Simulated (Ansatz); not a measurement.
`[OH][GaH][F]` → `[OH][Ga][F]`• + H•  (homolysis of the Ga–H bond)

Gas-phase electronic energies from Ansatz, PBE0-D4/def2-TZVP geometries. CCSD(T)/CBS adds triple-zeta CCSD(T) − MP2 to the extrapolated MP2 energy (def2 sets, frozen cores). This one scheme is used for every species, atoms too. Functionals use def2-TZVPP. No spin–orbit coupling; open shells (•) take unrestricted orbitals. Bonds to Ga are less sure, by a few kJ/mol each and by 10 to 20 or more in all where they break to atoms, as the def2 sets lack core-valence functions. Scalar relativity is left out up to krypton. One conformer a species, not always the lowest.

`[OH][GaH][F]`:

Cartesian coordinates in Å:
```
O -0.481 0.946 -0.761
Ga 0.063 -0.341 0.327
F -1.209 -0.816 1.425
H 0.183 1.244 -1.387
H 1.443 -1.032 0.396
```

`[OH][Ga][F]`•:

Z-matrix (Å, degrees):
```
O
Ga 1 1.795
H 1 0.961 2 113.8
F 2 1.759 1 114.7 3 -180.0
```

**Question.** What is ΔE at CCSD(T)/CBS? (An estimate is asked.)

**Answer.** Computed: +361.2 kJ/mol.

**Question.** What do these levels give: LDA (SPW92), B2PLYP, PBE, revPBE, HF/def2-SVP, CCSD/def2-SVP? (An estimate is asked.)

**Answer.** Computed: LDA (SPW92) 366.1, B2PLYP 341.2, PBE 322.7, revPBE 315.8, HF/def2-SVP 273.5, CCSD/def2-SVP 342.4 kJ/mol.

**Question.** What do rigid-rotor, harmonic-oscillator terms from PBE0-D4/def2-TZVP frequencies (298.15 K, 1 bar) make of the CCSD(T)/CBS value? (An estimate is asked.)

**Answer.** Computed: ΔZPE = -19.9 kJ/mol, ΔH = +346.8 kJ/mol, ΔS = 117 J/(mol·K), ΔG = +312.0 kJ/mol. Open shells count their whole term as degenerate.

Largest T1 diagnostic among the species: 0.018.

Leaving LDA and LC-ωPBE aside and taking each functional with its dispersion term where it has one, the values, not all of them listed here, spread over 32.3 kJ/mol, from revPBE-D4 to ωB97X-V. LDA lies +43.5 kJ/mol from PBE without D4, its usual overbinding. From r2SCAN to r2SCAN0 (25 % exact exchange), in def2-TZVPP and without D4, ΔE moves by +4.0 kJ/mol. At CCSD(T), def2-SVP lies −20.1 kJ/mol from the extrapolated value and def2-TZVPP −9.6 kJ/mol: correlation converges slowly with the basis, and small sets miss more of it in the bonded molecule than in its fragments.
